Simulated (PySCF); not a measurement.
Molecule: SMILES [BH3-][PH2+]c1ccccc1, C$_{6}$H$_{10}$BP.

Numbering as in the mapped SMILES `[BH3-:1][PH2+:2][c:3]1[cH:4][cH:5][cH:6][cH:7][cH:8]1`. Each H is labelled by its parent atom.

Geometry PBE0-D3(BJ)/def2-SVP throughout; GIAO in PySCF, gas phase, one conformer, non-relativistic; equivalent atoms averaged; functional PBE0.

For orientation, def2-TZVP gives these shifts δ (against BF3·OEt2, TMS at the same level): B1 -46.3, C4/C8 137.4, C6 135.9, C5/C7 134.2, C3 133.4, H(C6) 7.70, H(C5)/H(C7) 7.66, H(P2) 5.82, H(B1) 1.21 ppm.

A run gave: B1 -43.8, C4/C8 141.5, C6 140.9, C5/C7 139.4, C3 131.8, H(C6) 7.37, H(C5)/H(C7) 7.35, H(P2) 5.05, H(B1) 2.02 ppm (shifts δ (against BF3·OEt2, TMS at the same level)).

Question: Which basis set was used in that run?
A. cc-pVDZ
B. def2-SVP
C. pcSseg-0
D. aug-cc-pVDZ

Answer: C. C6 tells them apart best: pcSseg-0 gives 140.9, cc-pVDZ gives 130.2, aug-cc-pVDZ gives 129.2, def2-SVP gives 128.7 ppm.
